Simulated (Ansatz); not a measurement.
Reaction (silylene formation by 1,1-elimination): `B[SiH](C)C#C` → `BC#C` + `C[SiH]`

Program: Ansatz. Geometries: PBE0-D4/def2-TZVP. ΔE: electronic, gas phase. CCSD(T)/CBS adds triple-zeta CCSD(T) − MP2 to the extrapolated MP2 energy (def2 sets, frozen cores). This one scheme is used for every species. DFT in def2-TZVPP. B3LYP here is the variant with VWN-RPA as its local correlation; programs differ in this.

| level | ΔE (eV) |
| --- | --- |
| B3LYP-D4 | 1.89 |
| PBE | 1.88 |
| CCSD(T)/def2-TZVPP | 1.97 |
| HF/CBS(def2) | 1.82 |

What does CCSD(T)/CBS give? (An estimate is asked.)

Computed: +2.03 eV. The listed levels differ from it by -0.14, -0.15, -0.06, -0.21 eV.

Largest T1 diagnostic among the species: 0.014.

The D4 term adds +0.15 eV with B3LYP and +0.08 eV with PBE0; it sums over pairs of atoms, weighted by their polarisabilities, and B3LYP, whose exchange is more repulsive, gets the larger term. From PBE to PBE0 (25 % exact exchange), in def2-TZVPP and without D4, ΔE moves by +0.13 eV.
